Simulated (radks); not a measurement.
Results of a calculation; reference values are marked as such.
Species: the terbium ion Tb9+. Configuration: [Xe] 6s2 (not the ground configuration). Code: a radial shooting solver on a logarithmic mesh with Libxc functionals. Model: Dirac Kohn-Sham, PBE, spin-unpolarised, spherical densities, point nucleus.

Unscreened Slater integrals over Kohn-Sham orbitals (cm^-1). Large and small components are both included.

| integral | value |
|---|---|
| F0(6s1/2,6s1/2) | 96677 |
| F0(6s1/2,5p3/2) | 114180 |
| G1(6s1/2,5p3/2) | 11439 |
| F0(6s1/2,5p1/2) | 115120 |
| G1(6s1/2,5p1/2) | 10740 |
| F0(6s1/2,5s1/2) | 116230 |
| G0(6s1/2,5s1/2) | 7484.9 |
| F0(5p3/2,5p3/2) | 164520 |
| F2(5p3/2,5p3/2) | 89315 |
| F0(5p3/2,5p1/2) | 167820 |
| G2(5p3/2,5p1/2) | 90159 |
| F0(5p3/2,5s1/2) | 171690 |
| G1(5p3/2,5s1/2) | 116010 |
| F0(5p1/2,5p1/2) | 171420 |
| F0(5p1/2,5s1/2) | 175670 |
| G1(5p1/2,5s1/2) | 121780 |
| F0(5s1/2,5s1/2) | 180360 |
